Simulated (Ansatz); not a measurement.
A CCSD(T) single point on `B/C=C(\F)C=C`.

```yaml
crystal:
  periodic: [false, false, false]
  atoms:
    - {symbol: B, position_ang: [-2.540184, 0.070804, -0.116854]}
    - {symbol: C, position_ang: [-1.101306, 0.485056, -0.397404]}
    - {symbol: C, position_ang: [-0.013762, -0.135357, 0.101542]}
    - {symbol: F, position_ang: [-0.147615, -1.190351, 0.901735]}
    - {symbol: C, position_ang: [1.363564, 0.234754, -0.146526]}
    - {symbol: C, position_ang: [2.408539, -0.408928, 0.369915]}
    - {symbol: H, position_ang: [-3.442131, 0.685808, -0.606376]}
    - {symbol: H, position_ang: [-2.781473, -0.862906, 0.587670]}
    - {symbol: H, position_ang: [-0.868298, 1.332001, -1.036615]}
    - {symbol: H, position_ang: [1.500936, 1.091862, -0.796238]}
    - {symbol: H, position_ang: [3.421151, -0.092329, 0.153763]}
    - {symbol: H, position_ang: [2.277579, -1.265615, 1.019588]}
basis:
  gaussian: {orbitals: def2-TZVPP}
correlation: {method: ccsd_t}
```

```sh
$ ansatz run in.yaml --threads 4 --pin off --events-out ev --progress --plain --max-ram 10444MiB
```

Log, shortened:

```
Functional definition: HF
1632 factors; integrals over basis functions are off by at most 1.1e-3 eV
mean field evaluation 1: about -7592.0369 eV, gradient 3.7e1 eV
mean field evaluation 2: about -7592.3064 eV, gradient 3.7e1 eV
mean field evaluation 4: about -7595.9159 eV, gradient 4.5e0 eV
mean field evaluation 8: about -7595.9873 eV, gradient 3.1e-1 eV
mean field evaluation 16: about -7595.9882 eV, gradient 2.8e-6 eV
mean field -7595.98823587 eV, -279.1474189225 hartree, gradient 2.8e-6 eV, S^2 0.000000; 0 other end points of the search recorded, 0 dependent functions left out; unrestricted orbitals would lower it
6 core orbitals not correlated: weight in the atoms' cores, before any rotation towards them, 1.000 or more for the frozen orbitals, at most 0.000 for the correlated occupied ones
reference -7595.98823587 eV, -279.1474189225 hartree; 16, 16 occupied and 248, 248 virtual orbitals, 1632 factors
second order -26.64051751 eV of doubles, -0.00000000 eV of singles
cycle   1  -26.92766447 eV  change   -2.9e-1 eV  update   1.2e-1
cycle   2  -27.59171071 eV  change   -6.6e-1 eV  update   3.7e-2
cycle   3  -27.75576042 eV  change   -1.6e-1 eV  update   1.8e-2
cycle   4  -27.74584632 eV  change    9.9e-3 eV  update   5.0e-3
cycle   5  -27.74374864 eV  change    2.1e-3 eV  update   2.2e-3
cycle   6  -27.74489290 eV  change   -1.1e-3 eV  update   6.9e-4
cycle   7  -27.74482200 eV  change    7.1e-5 eV  update   2.6e-4
cycle   8  -27.74470712 eV  change    1.1e-4 eV  update   1.2e-4
cycle   9  -27.74475080 eV  change   -4.4e-5 eV  update   4.4e-5
cycle  10  -27.74475553 eV  change   -4.7e-6 eV  update   2.0e-5
perturbative correction -1.20236484 eV, -0.0441860927 hartree
Total energy: -7624.93535623 eV, -280.2112059747 hartree
```

Hardware: 4 threads of an Arm Neoverse V1 on a shared host. Wall time 4.4 min, peak host memory 7.5 GiB.

Correlation energy per correlated electron: -0.905 eV. T1 diagnostic: 0.0124.
